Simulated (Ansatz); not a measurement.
Born–Oppenheimer molecular dynamics of ClH3O3Zr (8 atoms, charge 0, multiplicity 1). It goes on from the last frame of an earlier run, with new velocities.

These are results of Ansatz 0.2.0, RHF/def2-SVP, not measurements.

```
ensemble        : NVT, Nosé–Hoover chain
time step       : 1 fs
steps asked     : 100
set temperature : 300 K
thermostat      : time constant 3 fs, chain length 1
seed            : 343647
```

First frame:

```xyz
8
Properties=species:S:1:pos:R:3
Zr -0.195 -0.186 -0.063
O -0.155 -0.560 1.775
H -0.225 -0.940 2.632
O 1.551 -0.644 -0.693
H 2.393 -1.137 -0.729
O -1.038 1.484 -0.452
H -1.730 2.017 -0.798
Cl -1.318 -2.146 -0.818
```

Problem. How far do the bonds stretch over the last three quarters of this one trajectory? (Pairs bonded in most of those frames.)

Solution. 
```
   bond  mean (Å)  spread (Å)  shortest  longest
 Zr1–O2     1.916       0.022      1.88     1.95
 Zr1–O4     1.928       0.014      1.91     1.96
 Zr1–O6     1.922       0.024      1.89     1.98
Zr1–Cl8     2.429       0.042      2.33     2.48
  O2–H3     0.943       0.030      0.90     1.00
  O4–H5     0.944       0.023      0.91     0.98
  O6–H7     0.941       0.007      0.93     0.95
```

Mean temperature of the second half: 297 K. The conserved energy stayed within 2.8 meV per atom of its start (net change 0.32 meV per atom), so there is no drift, though single steps change it by up to 21 meV in the whole system, a sign of fast motions only just resolved. A run of 0.1 ps of so small a system gives no equilibrium averages.

Run time: 3.7 min on 1 thread of Arm Neoverse V2, with other jobs on the host, peak memory 0.21 GiB.
